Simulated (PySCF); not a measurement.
Computed shifts of a molecule C3H7BN2, PBE/pcSseg-1 (PySCF), GIAO, gas phase, equivalent atoms averaged, in ppm (number of nuclei): ¹⁵N: 94.3 (1), 61.4 (1). ¹³C: 156.0 (1), 138.7 (1), 61.7 (1). ¹H: 7.22 (1), 6.46 (1), 4.34 (2), 2.71 (1), 2.51 (1), 2.31 (1). References: ¹⁵N against NH3 (σ = 267.0 ppm); ¹¹B against BF3 (σ = 83.9 ppm); ¹³C against TMS (σ = 182.0 ppm); ¹H against TMS (σ = 31.49 ppm), references at their B3LYP-D3(BJ)/def2-TZVP geometries, non-relativistic. The structure is a stationary point at ωB97X-D3(BJ)/def2-SVP. The values are those of a single conformer.

### Question
Which structure fits?
A. NB1C=CCN1
B. NB1C=NCC1
C. C#CCB(N)N
D. CC1=NCB1N

### Answer
A, NB1C=CCN1
